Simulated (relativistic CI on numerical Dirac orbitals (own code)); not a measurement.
Computed by Dirac-Coulomb-Breit CI, KLI orbitals optimised for each configuration, a model potential for QED, unscaled Slater integrals (own radial code, finite nucleus).

The strongest absorption lines from the ground level of an ion, among the configurations computed and to levels below about 1410 eV (vacuum wavelength in Å, gf): 8.9251 (2.1), 8.9260 (1.2), 8.9347 (0.37), 8.9604 (0.62), 9.1224 (0.42), 9.2580 (0.85), 10.919 (0.47), 36.964 (0.86).

**Question.** Which ion is it?
A. Eu³⁶⁺
B. Eu³⁴⁺
C. Nd³³⁺
D. Eu³⁸⁺

**Answer.** A. Eu³⁶⁺ has 27 electrons and the ground level 3s2.3p6.3d9 2D_5/2; the strongest line goes to 3s2.3p6.3d8.4f 4G°_7/2. The pattern of lines fixes the number of electrons, and along that sequence the line energies rise steadily with the charge (about as its square where n changes within one kind of shell, about linearly where n is kept but much faster in heavy ions where fine structure, which grows about as Z⁴, sets the gap, and irregularly where shells cross), which fixes Z. Configurations outside the model, such as inner-shell arrays, can give stronger lines. At this charge energies of transitions that change n are usually good to better than 1 %, and those within a shell (Δn = 0) to a few per cent.

LS names give the leading component of a level, which can be under half, so a name can repeat, a term be missing and a line seem to break the LS rules.
